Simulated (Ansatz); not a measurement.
Isolated molecules relaxed with PBE0-D4/def2-TZVP in Ansatz; ΔE leaves out vibrations. CCSD(T)/CBS is the MP2 limit (def2-TZVPP, def2-QZVPP) plus CCSD(T) − MP2 in def2-TZVPP, frozen cores. Functionals use def2-TZVPP. B3LYP here is the variant with VWN-RPA as its local correlation; programs differ in this. Elements past krypton have def2 core potentials. For In outer-core shells are correlated without core-valence functions, which leaves a few kJ/mol of doubt a bond. One conformer a species, not always the lowest.

Consider the ligand exchange at the Al–C bond: `[AlH2][CH2][InH2]` + `N[SiH2]O[SiH3]` → `[AlH2][NH][SiH2]O[SiH3]` + `[CH3][InH2]`.

```
             level  ΔE (kcal/mol)  difference from CCSD(T)/CBS
            PBE-D4          -18.9                          0.8
         revPBE-D4          -19.4                          0.3
           BLYP-D4          -21.0                         -1.3
         r2SCAN-D4          -20.0                         -0.3
            B97M-V          -20.2                         -0.5
           PBE0-D4          -19.2                          0.5
          B3LYP-D4          -21.0                         -1.3
        r2SCANh-D4          -20.1                         -0.4
          BHLYP-D4          -21.4                         -1.7
      CAM-B3LYP-D4          -21.3                         -1.6
           ωB97X-V          -20.5                         -0.8
           ωB97M-V          -20.3                         -0.6
            B2PLYP          -20.7                         -1.0
          PBE-QIDH          -19.7                          0.0
               PBE          -18.5                          1.2
            revPBE          -18.4                          1.3
              BLYP          -20.2                         -0.5
            r2SCAN          -19.9                         -0.2
              PBE0          -18.8                          0.9
             B3LYP          -20.4                         -0.7
           r2SCANh          -19.9                         -0.2
           r2SCAN0          -19.9                         -0.2
             BHLYP          -21.1                         -1.4
         CAM-B3LYP          -20.9                         -1.2
           LC-ωPBE          -19.5                          0.2
RPA@PBE/def2-TZVPP          -20.7                         -1.0
       HF/def2-SVP          -22.2                         -2.5
      MP2/def2-SVP          -21.5                         -1.8
     CCSD/def2-SVP          -21.6                         -1.9
     HF/def2-TZVPP          -21.8                         -2.1
    MP2/def2-TZVPP          -20.4                         -0.7
SCS-MP2/def2-TZVPP          -21.0                         -1.3
   CCSD/def2-TZVPP          -20.7                         -1.0
CCSD(T)/def2-TZVPP          -20.5                         -0.8
     HF/def2-QZVPP          -21.9                         -2.2
    MP2/def2-QZVPP          -20.0                         -0.3
SCS-MP2/def2-QZVPP          -20.6                         -0.9
      HF/CBS(def2)          -22.0                         -2.3
     MP2/CBS(def2)          -19.6                          0.1
    CCSD/CBS(def2)          -19.9                         -0.2
       CCSD(T)/CBS          -19.7                            0
```

Largest T1 diagnostic among the species: 0.013.

At CCSD(T), def2-SVP lies −1.8 kcal/mol from the extrapolated value and def2-TZVPP −0.8 kcal/mol. In def2-TZVPP, CCSD(T) changes the Hartree–Fock value by +1.3 kcal/mol (the triples alone add +0.2 kcal/mol) and MP2 by +1.4 kcal/mol. From BLYP to BHLYP (50 % exact exchange), in def2-TZVPP and without D4, ΔE moves by −0.9 kcal/mol.
